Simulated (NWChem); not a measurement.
System: C2H6Al cation; SMILES [CH3][Al+][CH3]

Here is an NWChem input.

```
start job
memory heap 200 mb stack 900 mb global 1100 mb
charge 1
geometry units angstroms noautosym nocenter noautoz
  Al     0.000000     0.000000     0.000000
  C      0.000000     0.000000     1.926197
  H     -0.929354     0.439715     2.308431
  H      0.845481     0.584987     2.308431
  H      0.083872    -1.024702     2.308431
  C      0.000000     0.000000    -1.926197
  H     -0.845481    -0.584987    -2.308431
  H      0.929354    -0.439715    -2.308431
  H     -0.083872     1.024702    -2.308431
end
basis spherical
  Al library def2-svp
  C library def2-svp
  H library def2-svp
end
dft
  xc b3lyp
  iterations 150
end
property
  response 1 0.0773
end
task dft property
```

Parts of the log:

```
             Northwest Computational Chemistry Package (NWChem) 7.3.0
             --------------------------------------------------------

                             Geometry "geometry" -> ""
                             -------------------------

 Output coordinates in angstroms (scale by  1.889725989 to convert to a.u.)

  No.       Tag          Charge          X              Y              Z
 ---- ---------------- ---------- -------------- -------------- --------------
    1 Al                  13.0000     0.00000000     0.00000000     0.00000000
    2 C                    6.0000     0.00000000     0.00000000     1.92619700
    3 H                    1.0000    -0.92935400     0.43971500     2.30843100
    4 H                    1.0000     0.84548100     0.58498700     2.30843100
    5 H                    1.0000     0.08387200    -1.02470200     2.30843100
    6 C                    6.0000     0.00000000     0.00000000    -1.92619700
    7 H                    1.0000    -0.84548100    -0.58498700    -2.30843100
    8 H                    1.0000     0.92935400    -0.43971500    -2.30843100
    9 H                    1.0000    -0.08387200     1.02470200    -2.30843100

 Effective nuclear repulsion energy (a.u.)      88.6439116393

                              NWChem Property Module
                              ----------------------

                                 NWChem DFT Module
                                 -----------------

 Summary of "ao basis" -> "ao basis" (spherical)
 ------------------------------------------------------------------------------
       Tag                 Description            Shells   Functions and Types
 ---------------- ------------------------------  ------  ---------------------
 Al                         def2-svp                 8       18   4s3p1d
 C                          def2-svp                 6       14   3s2p1d
 H                          def2-svp                 3        5   2s1p

            General Information
            -------------------
          SCF calculation type: DFT
          Wavefunction type:  closed shell.
          No. of atoms     :     9
          No. of electrons :    30
           Alpha electrons :    15
            Beta electrons :    15
          Charge           :     1
          Spin multiplicity:     1
          Use of symmetry is: off; symmetry adaption is: off
          Maximum number of iterations: 150
          AO basis - number of functions:    76
                     number of shells:    38
          Convergence on energy requested:  1.00D-06
          Convergence on density requested:  1.00D-05
          Convergence on gradient requested:  5.00D-04

              XC Information
              --------------
                         B3LYP Method XC Potential
                     Hartree-Fock (Exact) Exchange  0.200
                        Slater Exchange Functional  0.800 local
                    Becke 1988 Exchange Functional  0.720 non-local
              Lee-Yang-Parr Correlation Functional  0.810
                  VWN I RPA Correlation Functional  0.190 local

             Grid Information
             ----------------
          Grid used for XC integration:  medium
          Radial quadrature: Mura-Knowles
          Angular quadrature: Lebedev.
          Tag              B.-S. Rad. Rad. Pts. Rad. Cut. Ang. Pts.
          ---              ---------- --------- --------- ---------
          Al                  1.25       88           8.0       590
          C                   0.70       49          11.0       434
          H                   0.35       45          12.0       434
          Grid pruning is: on
          Number of quadrature shells:   456
          Spatial weights used:  Erf1

      Superposition of Atomic Density Guess
      -------------------------------------

 Sum of atomic energies:        -320.03671232

 Renormalizing density from      31.00 to     30

      Non-variational initial energy
      ------------------------------

 Total energy =    -314.680303
 1-e energy   =    -595.692428
 2-e energy   =     192.368214
 HOMO         =      -0.669619
 LUMO         =      -0.329195

   convergence    iter        energy       DeltaE   RMS-Dens  Diis-err
 ---------------- ----- ----------------- --------- --------- ---------
 d= 0,ls=0.0,diis     1   -321.7964939205 -4.10D+02  1.39D-02  8.05D-01
 d= 0,ls=0.0,diis     2   -321.8039457961 -7.45D-03  7.55D-03  5.26D-01
 d= 0,ls=0.0,diis     3   -321.8724036587 -6.85D-02  1.95D-03  3.64D-02
 d= 0,ls=0.0,diis     4   -321.8773863372 -4.98D-03  3.95D-04  2.64D-04
 d= 0,ls=0.0,diis     5   -321.8774321219 -4.58D-05  4.06D-05  1.12D-05
  Resetting Diis
 d= 0,ls=0.0,diis     6   -321.8774339991 -1.88D-06  2.48D-06  1.85D-08
 d= 0,ls=0.0,diis     7   -321.8774340022 -3.02D-09  6.90D-07  3.81D-10

         Total DFT energy =     -321.877434002162
      One electron energy =     -611.768945968276
           Coulomb energy =      232.729880970577
    Exchange-Corr. energy =      -31.482280643774
 Nuclear repulsion energy =       88.643911639310

 Numeric. integr. density =       30.000000603251

                       DFT Final Molecular Orbital Analysis
                       ------------------------------------

 Vector   13  Occ=2.000000D+00  E=-5.967789D-01
              MO Center=  3.2D-06,  3.7D-07, -2.9D-05, r^2= 5.6D+00
   Bfn.  Coefficient  Atom+Function         Bfn.  Coefficient  Atom+Function
  ----- ------------  ---------------      ----- ------------  ---------------
    33     -0.243767  3 H  s                 67     -0.243770  8 H  s
    22      0.238166  2 C  px                51     -0.238169  6 C  px
    23     -0.209276  2 C  py                52      0.209279  6 C  py
    43      0.182357  5 H  s                 72      0.182359  9 H  s
    25      0.107401  2 C  px                54     -0.107403  6 C  px

 Vector   14  Occ=2.000000D+00  E=-5.887511D-01
              MO Center= -1.3D-09, -9.1D-11,  9.5D-07, r^2= 3.5D+00
   Bfn.  Coefficient  Atom+Function         Bfn.  Coefficient  Atom+Function
  ----- ------------  ---------------      ----- ------------  ---------------
     3      0.676928  1 Al s                  2      0.351645  1 Al s
    24     -0.266320  2 C  pz                53      0.266320  6 C  pz
    27     -0.110848  2 C  pz                56      0.110848  6 C  pz
    33     -0.088533  3 H  s                 38     -0.088533  4 H  s
    43     -0.088537  5 H  s                 62     -0.088533  7 H  s

 Vector   15  Occ=2.000000D+00  E=-5.089721D-01
              MO Center=  2.2D-10, -4.9D-10, -8.5D-07, r^2= 3.9D+00
   Bfn.  Coefficient  Atom+Function         Bfn.  Coefficient  Atom+Function
  ----- ------------  ---------------      ----- ------------  ---------------
    24      0.354834  2 C  pz                53      0.354834  6 C  pz
    10     -0.300747  1 Al pz                27      0.200218  2 C  pz
    56      0.200218  6 C  pz                 7      0.177110  1 Al pz
    21     -0.112019  2 C  s                 50      0.112019  6 C  s
    13     -0.097064  1 Al pz                33      0.087671  3 H  s

 Vector   16  Occ=0.000000D+00  E=-2.498932D-01
              MO Center=  3.3D-09, -2.3D-09,  2.4D-08, r^2= 3.5D+00
   Bfn.  Coefficient  Atom+Function         Bfn.  Coefficient  Atom+Function
  ----- ------------  ---------------      ----- ------------  ---------------
    11      0.721563  1 Al px                 8      0.446739  1 Al px
     5     -0.217764  1 Al px                39     -0.170945  4 H  s
    63      0.170945  7 H  s                 34      0.155728  3 H  s
    68     -0.155728  8 H  s                 12      0.118051  1 Al py
    38     -0.115253  4 H  s                 62      0.115253  7 H  s

 Vector   17  Occ=0.000000D+00  E=-2.498924D-01
              MO Center= -2.2D-09,  2.1D-08,  2.5D-08, r^2= 3.5D+00
   Bfn.  Coefficient  Atom+Function         Bfn.  Coefficient  Atom+Function
  ----- ------------  ---------------      ----- ------------  ---------------
    12      0.721558  1 Al py                 9      0.446743  1 Al py
     6     -0.217765  1 Al py                44      0.188605  5 H  s
    73     -0.188605  9 H  s                 43      0.127160  5 H  s
    72     -0.127160  9 H  s                 11     -0.118054  1 Al px
    34     -0.107479  3 H  s                 68      0.107479  8 H  s

 Vector   18  Occ=0.000000D+00  E=-2.415398D-01
              MO Center= -2.0D-09, -1.8D-08,  1.1D-08, r^2= 4.1D+00
   Bfn.  Coefficient  Atom+Function         Bfn.  Coefficient  Atom+Function
  ----- ------------  ---------------      ----- ------------  ---------------
     4      0.928430  1 Al s                 21     -0.509473  2 C  s
    50     -0.509473  6 C  s                  3      0.359006  1 Al s
    24      0.256684  2 C  pz                53     -0.256684  6 C  pz
    27      0.242707  2 C  pz                56     -0.242707  6 C  pz
    20     -0.202185  2 C  s                 49     -0.202185  6 C  s

     Multipole analysis of the density
     ---------------------------------

     L   x y z        total         alpha         beta         nuclear
     -   - - -        -----         -----         ----         -------
     0   0 0 0      1.000000    -15.000000    -15.000000     31.000000

[...]

 DFT Linear Response polarizability / au
 Frequency  =       0.0773000 / au
 Wavelength =     589.4353558 / nm
              X              Y              Z
 -----------------------------------------------
 X      33.5708073      0.0000115     -0.0000012
 Y       0.0000115     33.5707678      0.0000102
 Z      -0.0000012      0.0000102     64.0188754
 -----------------------------------------------
 Eigenvalues =      33.5708104     33.5707647     64.0188754
 Isotropic   =      43.7201502
 Anisotropic =      30.4480879
 -----------------------------------------------

 Magnetic Dipole Response Matrix (nonzero elements):

 Exiting AOResponse driver routine
```

Level: B3LYP/def2-SVP. Geometry: optimised at B3LYP/6-31G* (spherical d).
